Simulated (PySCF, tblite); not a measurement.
Isomers of C5H13NSi3. All values are computed: GFN2-xTB (tblite) harmonic vibrations without scaling, gas phase. This tight-binding method is rough: wavenumbers can miss measured ones by several per cent, in bad cases by 10 to 20. Modes of hydrogen on silicon can be 10 to 20 % off. One conformer each.

Electronic energies: PBE0/pcSseg-1 single points on the GFN2-xTB geometries (PySCF, gas phase).

```
                                SMILES  electronic energy, lowest = 0 (kcal/mol)
        C=CC[SiH2]C([SiH3])([SiH3])C#N                                      36.5
        C=C(CC#N)[SiH2]C([SiH3])[SiH3]                                      37.6
N#C[C@H]1C[C@@H]([SiH2][SiH2][SiH3])C1                                      44.0
    CC[Si@@H]1C[SiH2][C@H](C#N)[SiH2]1                                       0.0
```

Question: How do GFN2-xTB zero-point energies change the relative energies?

Answer: 
```json
{"SMILES": "CC[Si@@H]1C[SiH2][C@H](C#N)[SiH2]1", "ZPE (kcal/mol)": "99.7", "of it from modes above 1550 cm⁻¹": "53.4", "electronic (kcal/mol)": "0.0", "with ZPE, lowest = 0 (kcal/mol)": "0.0", "lowest mode (cm⁻¹)": "27", "rings": "1"}
{"SMILES": "C=CC[SiH2]C([SiH3])([SiH3])C#N", "ZPE (kcal/mol)": "93.6", "of it from modes above 1550 cm⁻¹": "53.5", "electronic (kcal/mol)": "36.5", "with ZPE, lowest = 0 (kcal/mol)": "30.4", "lowest mode (cm⁻¹)": "32", "rings": "0"}
{"SMILES": "C=C(CC#N)[SiH2]C([SiH3])[SiH3]", "ZPE (kcal/mol)": "93.4", "of it from modes above 1550 cm⁻¹": "52.8", "electronic (kcal/mol)": "37.6", "with ZPE, lowest = 0 (kcal/mol)": "31.3", "lowest mode (cm⁻¹)": "17", "rings": "0"}
{"SMILES": "N#C[C@H]1C[C@@H]([SiH2][SiH2][SiH3])C1", "ZPE (kcal/mol)": "97.0", "of it from modes above 1550 cm⁻¹": "51.0", "electronic (kcal/mol)": "44.0", "with ZPE, lowest = 0 (kcal/mol)": "41.3", "lowest mode (cm⁻¹)": "20i", "rings": "1"}
```

The zero-point energies span 6.3 kcal/mol, from `C=C(CC#N)[SiH2]C([SiH3])[SiH3]` to `CC[Si@@H]1C[SiH2][C@H](C#N)[SiH2]1`. Slightly imaginary modes are left out of the zero-point energy: `N#C[C@H]1C[C@@H]([SiH2][SiH2][SiH3])C1` 19.7i cm⁻¹. The order is unchanged.

Question: And how do the electronic energies of GFN2-xTB itself compare?

Answer: `CC[Si@@H]1C[SiH2][C@H](C#N)[SiH2]1` 0.0; `C=CC[SiH2]C([SiH3])([SiH3])C#N` 6.5; `C=C(CC#N)[SiH2]C([SiH3])[SiH3]` 12.3; `N#C[C@H]1C[C@@H]([SiH2][SiH2][SiH3])C1` 8.8 kcal/mol, lowest = 0. Against the energies above, taken from the same isomer `CC[Si@@H]1C[SiH2][C@H](C#N)[SiH2]1`, the largest difference is 35.2 kcal/mol.
